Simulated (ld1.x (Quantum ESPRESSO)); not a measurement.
# cerium: ultrasoft pseudisation with PW91, scalar-relativistic reference atom.

ld1.x (Quantum ESPRESSO) 7.5 input, shortened:

```
&input
   title='Ce', zed=58., rel=1, dft='PW91', iswitch=3,
   config='[Xe] 4f1 5d1 6s1 6p0'
 /
 &inputp
   pseudotype=3, tm=.true., lloc=-1, rcloc=2.70,
   nlcc=.true., new_core_ps=.true., rcore=0.50,
   which_augfun='PSQ', rmatch_augfun_nc=.true.
 /
8
6S  1  0   1.00   0.00  3.15  3.90  0.0
6S  1  0   0.00  -0.30  3.15  3.90  0.0
6P  2  1   0.00   0.00  4.40  4.70  0.0
6P  2  1   0.00   1.30  4.40  4.70  0.0
5D  3  2   1.00   0.00  3.05  3.25  0.0
5D  3  2   0.00   0.90  3.05  3.25  0.0
4F  4  3   1.00   0.00  0.70  0.80  0.0
4F  4  3   0.00  -0.45  0.70  0.80  0.0
 &test
   configts(1)='4f1 5d1 6s1 6p0'
 /
```

All-electron outer shells of the reference configuration (PW91, scalar-relativistic, ld1.x):

```tsv
shell	level (eV)	outermost node (bohr)	outermost maximum (bohr)
5s	-46.56	0.75	1.37
5p	-29.16	0.81	1.55
4f	-11.36	–	0.71
5d	-8.61	0.92	2.12
6s	-8.53	1.81	3.54
6p	-5.49	2.12	4.38
```

Is a potential produced?

No. ld1.x (Quantum ESPRESSO) 7.5 stopped with "run_pseudo: Errors in PS-KS equation": the pseudo-atom solver did not find the valence states with the expected number of nodes, which is the usual sign of a ghost state. Before that it printed "Warning: n=1, l=0 expected 0 nodes, found 1".
